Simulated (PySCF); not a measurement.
# Energy of Tc²⁺ (technetium, charge +2) between two integer charges

The 4d alpha orbital of [Kr] 4d5 is emptied in steps (occupation f), with all orbitals relaxed, ending at [Kr] 4d4. All numbers are calculated (PySCF 2.14, a scalar-relativistic core potential, in def2-TZVP with the def2 core potential (28 electrons) (6s4p3d1f, 40 functions)). The exact energy is a straight line in f; departures are measured from the line between the end points of the same method.

```
  f  HSE06 (eV)
  1       0.000
0.9      -0.434
0.7      -1.016
0.5      -1.213
0.3      -1.022
0.1      -0.439
  0       0.000
```

```tsv
method	E(f=0) − E(f=1) (eV)	−ε at f=1 (eV)	−ε at f=0.5 (eV)
HSE06	29.904	25.089	29.886
```

Orbital energy along the path (eV):

```tsv
f	HSE06
1	-25.089
0.9	-26.037
0.7	-27.951
0.5	-29.886
0.3	-31.837
0.1	-33.799
0	-34.783
```

Reference removal energy between the ground levels: 29.55 eV (semi-empirical (NIST evaluation); NIST Atomic Spectra Database, ionization energies). The calculation has no spin-orbit coupling. The determinant left behind need not be the lowest term of the ion.
